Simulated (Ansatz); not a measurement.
Ansatz results at the PBE0-D4/def2-TZVP geometry: size of the dipole moment (ωB97M-V/def2-TZVPP) 2.00 D; LUMO energy (B3LYP/def2-TZVPP) -1.09 eV; HOMO–LUMO gap (PBE0/def2-TZVPP) 6.33 eV.

Each molecule was computed in one conformer, which needn't be the lowest.

Q: Which molecule gave them?
A. `[NH2][InH][OH]`
B. `N#[C][In]([Cl])[Cl]`
C. `[F][In]([F])[F]`
D. `C[CH2][In]([F])[F]`

A: A. The others give `[F][In]([F])[F]`: 0.00, -3.83, 7.73; `C[CH2][In]([F])[F]`: 4.91, -1.99, 6.98; `N#[C][In]([Cl])[Cl]`: 1.82, -2.95, 7.01.

B3LYP here is the variant with VWN-RPA as its local correlation; programs differ in this.
